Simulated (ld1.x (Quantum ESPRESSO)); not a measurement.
Ranking ultrasoft potentials for manganese

All share these settings but for the change named:

```
Element                 : Mn (Z = 25)
Generator               : ld1.x (Quantum ESPRESSO) 7.5
Type                    : ultrasoft
Functional              : PBE
Relativity              : fully relativistic
Frozen core             : [Ne]
Valence charge          : 15
Reference configuration : 3s2 3p6 3d5 4s2 4p0
Partial waves           : 3s (bound): rcut 1.15, rcutus 1.20 bohr; 4s (bound): rcut 1.15, rcutus 1.20 bohr; 3p (bound): rcut 1.70, rcutus 1.85 bohr; 4p (bound, empty): rcut 1.70, rcutus 1.85 bohr; 3d (bound): rcut 0.75, rcutus 1.00 bohr; 3d channel at -0.1 Ry: rcut 0.75, rcutus 1.00 bohr
Local potential         : all-electron potential smoothed inside 1.25 bohr (lloc = -2)
Core correction         : a·sin(br)/r model core inside 0.45 bohr
Augmentation charge     : PSQ, inside the norm-conserving radii
```

Open shells are filled in proportion to 2j + 1 (rel_dist='average').

Cutoff: the first of the cutoffs (Ry, on a coarse ladder) from which the occupation-weighted sum of valence levels, in a spherical-Bessel basis at the reference potential, stays within 10 and 1 mRy of its value at 400 Ry; the density cutoff is not measured.

The base gives 100 Ry.

Of 5 variants that were run, those that failed, showed a ghost or another fault, or gave nearly equal values are left out.

Task: Rank these variants from softest to hardest (loose cutoff).
A. waves 3d (bound): rcut 0.75, rcutus 0.86 bohr; 3d channel at -0.1 Ry: rcut 0.75, rcutus 0.86 bohr
B. waves 3d (bound): rcut 0.75, rcutus 1.46 bohr; 3d channel at -0.1 Ry: rcut 0.75, rcutus 1.46 bohr
C. waves 3d (bound): rcut 0.75, rcutus 1.28 bohr; 3d channel at -0.1 Ry: rcut 0.75, rcutus 1.28 bohr
D. waves 3d (bound): rcut 0.64, rcutus 0.68 bohr; 3d channel at -0.1 Ry: rcut 0.64, rcutus 0.68 bohr
E. waves 3d (bound): rcut 0.75, rcutus 1.20 bohr; 3d channel at -0.1 Ry: rcut 0.75, rcutus 1.20 bohr

Result: B (50 Ry), C (60 Ry), E (70 Ry), A (140 Ry), D (230 Ry).
